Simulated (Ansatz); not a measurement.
Compare A (`C[N]1[CH2][GeH]1[OH]`) with its isomer B (`C[N](C)[Ge][OH]`).

Gas-phase electronic energies from Ansatz, PBE0-D4/def2-TZVP geometries. CCSD(T)/CBS adds triple-zeta CCSD(T) − MP2 to the extrapolated MP2 energy (def2 sets, frozen cores). DFT in def2-TZVPP. B3LYP here is the variant with VWN-RPA as its local correlation; programs differ in this. For Ge outer-core shells are correlated without core-valence functions, which leaves a few kJ/mol of doubt a bond. Scalar relativity is left out up to krypton. One conformer a species, not always the lowest.

**Question.** Which is lower in electronic energy at CCSD(T)/CBS, and by how much? (An estimate is asked.)

**Answer.** Computed: B, by 40.9 kcal/mol.

**Question.** Give E(B) − E(A) in kcal/mol with PBE0-D4, PBE-D4, B3LYP, HF/def2-TZVPP, CCSD/def2-TZVPP, MP2/def2-TZVPP, CCSD(T)/def2-TZVPP. (An estimate is asked.)

**Answer.** Ansatz gave: PBE0-D4 -40.7, PBE-D4 -42.5, B3LYP -45.8, HF/def2-TZVPP -42.9, CCSD/def2-TZVPP -39.6, MP2/def2-TZVPP -37.8, CCSD(T)/def2-TZVPP -39.1. None reverses the order clearly.

Largest T1 diagnostic: 0.014.

The D4 term adds −0.9 kcal/mol with B3LYP and −0.5 kcal/mol with PBE0; it sums over pairs of atoms, weighted by their polarisabilities, and B3LYP, whose exchange is more repulsive, gets the larger term. In def2-TZVPP, CCSD(T) changes the Hartree–Fock value by +3.8 kcal/mol (the triples alone add +0.4 kcal/mol) and MP2 by +5.2 kcal/mol.
